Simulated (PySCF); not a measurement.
Isomers of C5H10SSi, mass 130.027 u with the commonest isotopes. Computed with CAM-B3LYP/def2-SVPD in PySCF (dipole) on a GFN2-xTB geometry, gas phase. One conformer each, none proved a minimum here; rigid rotors.

Question: Order these by out-of-plane moment Σ m c² = (Ia + Ib − Ic)/2, largest first.
A. `[CH3:1][C@@H:2]1[CH:3]=[C:4]([S:5][SiH3:6])[CH2:7]1` with C3–C4–S5–Si6 -3°
B. `[CH3:1][SiH2:2][S:3][C@:4]12[CH2:5][C@H:6]1[CH2:7]2` with C1–Si2–S3–C4 -65°, Si2–S3–C4–C5 -94°
C. `[CH3:1][CH2:2][C:3]#[C:4][SiH2:5][S:6][CH3:7]` with C4–Si5–S6–C7 58°
D. `[CH3:1]/[CH:2]=[CH:3]/[CH:4]=[CH:5]/[S:6][SiH3:7]` with C2–C3–C4–C5 179°, C4–C5–S6–Si7 -6°
E. `[SiH3:1][S:2][C@:3]12[CH2:4][C@H:5]([CH2:6]1)[CH2:7]2` with Si1–S2–C3–C4 180°
F. `[CH3:1][Si@@H:2]1[CH2:3][CH:4]=[CH:5][S:6][CH2:7]1` with C1–Si2–C3–C4 -165°, Si2–C3–C4–C5 19°, C4–C5–S6–C7 13°, C5–S6–C7–Si2 -43°

Answer: B (52.61 u·Å²), E (42.89 u·Å²), C (24.61 u·Å²), A (19.94 u·Å²), F (17.11 u·Å²), D (4.62 u·Å²).

Question: Order these by rotational constant C, largest first.
A. `[CH3:1][SiH2:2][S:3][C@:4]12[CH2:5][C@H:6]1[CH2:7]2` with C1–Si2–S3–C4 -65°, Si2–S3–C4–C5 -94°
B. `[CH3:1][C@@H:2]1[CH:3]=[C:4]([S:5][SiH3:6])[CH2:7]1` with C3–C4–S5–Si6 -3°
C. `[CH3:1][CH2:2][C:3]#[C:4][SiH2:5][S:6][CH3:7]` with C4–Si5–S6–C7 58°
D. `[CH3:1]/[CH:2]=[CH:3]/[CH:4]=[CH:5]\[S:6][SiH3:7]` with C2–C3–C4–C5 180°, C4–C5–S6–Si7 180°
E. `[SiH3:1][S:2][C@:3]12[CH2:4][C@H:5]([CH2:6]1)[CH2:7]2` with Si1–S2–C3–C4 180°
F. `[CH3:1]/[CH:2]=[CH:3]/[CH:4]=[CH:5]/[S:6][SiH3:7]` with C2–C3–C4–C5 179°, C4–C5–S6–Si7 -6°

Answer: E (1089 MHz), A (1036 MHz), B (805.2 MHz), C (674.9 MHz), F (560.5 MHz), D (547.4 MHz).

Question: Order these by radius of gyration √(Σ m r²/M), largest first.
A. `[CH3:1][SiH2:2][S:3][C@:4]12[CH2:5][C@H:6]1[CH2:7]2` with C1–Si2–S3–C4 -65°, Si2–S3–C4–C5 -94°
B. `[SiH3:1][S:2][C@:3]12[CH2:4][C@H:5]([CH2:6]1)[CH2:7]2` with Si1–S2–C3–C4 180°
C. `[CH3:1][C@@H:2]1[CH:3]=[C:4]([S:5][SiH3:6])[CH2:7]1` with C3–C4–S5–Si6 -3°
D. `[CH3:1]/[CH:2]=[CH:3]/[CH:4]=[CH:5]/[S:6][SiH3:7]` with C2–C3–C4–C5 179°, C4–C5–S6–Si7 -6°
E. `[CH3:1]/[CH:2]=[CH:3]/[CH:4]=[CH:5]\[S:6][SiH3:7]` with C2–C3–C4–C5 180°, C4–C5–S6–Si7 180°
F. `[CH3:1][CH2:2][C:3]#[C:4][SiH2:5][S:6][CH3:7]` with C4–Si5–S6–C7 58°

Answer: E (2.671 Å), D (2.640 Å), F (2.439 Å), C (2.232 Å), A (2.039 Å), B (1.974 Å).

```json
{"SMILES": "C/C=C/C=C/S[SiH3]", "point group": "near Cs", "Ia (u·Å²)": "114.04", "Ib (u·Å²)": "796.80", "Ic (u·Å²)": "901.60", "κ": "-0.96", "μa (D)": "1.12", "μb (D)": "1.22", "μc (D)": "0.04"}
{"SMILES": "C[SiH2]S[C@]12C[C@H]1C2", "point group": "C1", "Ia (u·Å²)": "160.64", "Ib (u·Å²)": "432.32", "Ic (u·Å²)": "487.74", "κ": "-0.87", "μa (D)": "0.15", "μb (D)": "1.31", "μc (D)": "0.43"}
{"SMILES": "[SiH3]SC12CC(C1)C2", "point group": "Cs", "Ia (u·Å²)": "132.97", "Ib (u·Å²)": "416.78", "Ic (u·Å²)": "463.97", "κ": "-0.91", "μa (D)": "0.90", "μb (D)": "1.50", "μc (D)": "0.00"}
{"SMILES": "C[C@@H]1C=C(S[SiH3])C1", "point group": "C1", "Ia (u·Å²)": "120.84", "Ib (u·Å²)": "546.69", "Ic (u·Å²)": "627.66", "κ": "-0.93", "μa (D)": "0.39", "μb (D)": "1.21", "μc (D)": "0.23"}
{"SMILES": "C/C=C\\C=C/S[SiH3]", "point group": "Cs", "Ia (u·Å²)": "59.89", "Ib (u·Å²)": "855.71", "Ic (u·Å²)": "906.71", "κ": "-0.99", "μa (D)": "0.14", "μb (D)": "1.20", "μc (D)": "0.00"}
{"SMILES": "CCC#C[SiH2]SC", "point group": "C1", "Ia (u·Å²)": "177.47", "Ib (u·Å²)": "620.52", "Ic (u·Å²)": "748.77", "κ": "-0.87", "μa (D)": "2.49", "μb (D)": "0.52", "μc (D)": "1.00"}
{"SMILES": "C[Si@@H]1CC=CSC1", "point group": "C1", "Ia (u·Å²)": "170.99", "Ib (u·Å²)": "357.42", "Ic (u·Å²)": "494.20", "κ": "-0.60", "μa (D)": "1.87", "μb (D)": "0.60", "μc (D)": "0.70"}
{"SMILES": "C/C=C/C=C\\S[SiH3]", "point group": "Cs", "Ia (u·Å²)": "68.89", "Ib (u·Å²)": "863.33", "Ic (u·Å²)": "923.32", "κ": "-0.99", "μa (D)": "0.21", "μb (D)": "0.88", "μc (D)": "0.00"}
```
